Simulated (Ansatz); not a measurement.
`[F][Sn]([Cl])([Cl])[Br]` + NH₃ → `[NH2][Sn]([F])([Cl])[Cl]` + HBr at 700 K and 1 bar (ligand exchange at the Sn–Br bond).

Isolated molecules relaxed with PBE0-D4/def2-TZVP in Ansatz; ΔE leaves out vibrations. CCSD(T)/CBS is the MP2 limit (def2-TZVPP, def2-QZVPP) plus CCSD(T) − MP2 in def2-TZVPP, frozen cores. This one scheme is used for every species. def2 core potentials past Kr. For Br, Sn outer-core shells are correlated without core-valence functions, which leaves a few kJ/mol of doubt a bond. Scalar relativity is left out up to krypton. Each species was taken in one conformer, which may not be the lowest.

```csv
species,CCSD(T)/CBS energy (Eh),H − E (kJ/mol),S (J/(mol·K))
`[F][Sn]([Cl])([Cl])[Br]`,-3806.86426,77.5,476.5
NH₃,-56.50880,116.9,226.5
`[NH2][Sn]([F])([Cl])[Cl]`,-1289.42050,150.9,494.1
HBr,-2573.91920,36.5,223.7
```

H − E and S are ideal-gas, rigid-rotor, harmonic terms from PBE0-D4/def2-TZVP, for one conformer and one mirror image of each species. 1 Eh = 2625.50 kJ/mol, R = 8.31446 J/(mol·K).

By hand: ΔE, ΔH, ΔS and ΔG.

ΔE = (-1289.42050) + (-2573.91920) − (-3806.86426) − (-56.50880) = 0.03336 Eh = 87.6 kJ/mol. Δ(H − E) = 150.9 + 36.5 − 77.5 − 116.9 = -7.0, so ΔH = 80.6 kJ/mol. ΔS = 494.1 + 223.7 − 476.5 − 226.5 = 14.8 J/(mol·K). ΔG = 80.6 − 700 × (14.8)/1000 = 70.2 kJ/mol.

By hand: the equilibrium constant, and the temperature at which ΔG would vanish if ΔH and ΔS stayed fixed.

log₁₀ K = −ΔG/(RT ln 10) = -5.2. ΔG = 0 at ΔH/ΔS = 5446 K, far beyond where these terms or the molecules hold.

The number of gas molecules stays the same, so ΔS is small and ΔH decides. A doubt of 5 kJ/mol in ΔE shifts log₁₀ K by 0.4 here. Other conformers and mirror images would add mixing entropy, several J/(mol·K) or more a flexible species. Modes under 60 cm⁻¹, often nearly free rotors, make the harmonic entropy too high. These are equilibria of isolated gas molecules and say nothing of rates. Largest T1 diagnostic: 0.012 (customary marks: 0.02 for closed shells, 0.045 for open ones).
